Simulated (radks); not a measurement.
Results of a calculation; reference values are marked as such.
Orbital eigenvalues (eV) of the neodymium ion Nd2+, [Xe] 4f4, of relativity; Dirac values are averaged over j with weights 2j + 1. Spin-unpolarised spherical Kohn-Sham, LDA (Slater exchange, Perdew-Wang correlation), point nucleus unless stated (finite: rms radius 4.9123 fm), a radial shooting solver on a logarithmic mesh with Libxc functionals. A level marked "c x" has the speed of light scaled by that factor and shares open shells by 2j + 1; other Dirac levels either fill j = l - 1/2 first or share by 2j + 1.

shell       non-rel.
2p           -6117.7
3s           -1404.8
3p           -1258.7
3d           -985.62
4s           -284.83
4p           -229.51
4d           -131.81
5s           -49.017
5p           -34.326
4f           -17.558
5d (empty)   -14.075
6s (empty)   -12.618

Give the values at the level "Dirac, c x 3".

Answer. 
shell       Dirac, c x 3  change of magnitude (%)
2p               -6135.9                    +0.30
3s               -1417.6                    +0.91
3p               -1263.2                    +0.36
3d               -984.40                    -0.12
4s               -287.79                    +1.04
4p               -230.46                    +0.41
4d               -131.53                    -0.21
5s               -49.458                    +0.90
5p               -34.409                    +0.24
4f               -17.242                    -1.80
5d (empty)       -14.029                    -0.33
6s (empty)       -12.693                    +0.59
